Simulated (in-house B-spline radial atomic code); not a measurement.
Ionising the copper ion Cu³⁺ with different functionals

Computed with a radial B-spline atomic code at the basis-set limit: four-component Dirac-Coulomb Hamiltonian, Fermi nucleus of rms radius 3.8823 fm, spin-restricted, spherical fractional occupations for the functionals, and exact exchange of hybrids averaged over the configuration. The ionisation energy is the difference of two self-consistent energies, [Ar] 3d8 → [Ar] 3d7, without Breit or QED terms; ε is the level of the shell that loses the electron (mean over j). The electron is taken from both j subshells in proportion to 2j + 1, so the result is a j average, not the step between ground levels.

```csv
method,rung,ΔSCF (eV),-ε(3d) (eV)
B97-1,global hybrid,59.37,51.53
BHandHLYP,global hybrid,?,?
B3LYP,global hybrid,59.59,51.61
HSE06,range-separated hybrid,?,?
```

Task: What does BHandHLYP give?

Result: ΔSCF 58.98 eV, and -ε(3d) = 55.25 eV.

Task: What does HSE06 give?

Result: ΔSCF 59.33 eV, and -ε(3d) = 51.63 eV.

Task: Among the functionals, which spreads more, the ΔSCF values or the orbital energies?

Result: The orbital energies: ΔSCF values span about 0.61 eV and the orbital energies 3.73 eV; here energy differences depend much less on the functional than eigenvalues do.

Task: How do they compare with the NIST value?

Result: NIST lists 57.38 eV ± 0.05 (semi-empirical, ground level to ground level). Errors run from +1.60 to +2.21 eV. The correlated functionals all miss on the same side by more than they spread, so the cause is common to them (Breit-QED terms, spin polarisation, the choice among j levels, multiplet and fine-structure energies, or a listed next ion that isn't the cheapest removal here) and closeness doesn't rank the functionals.
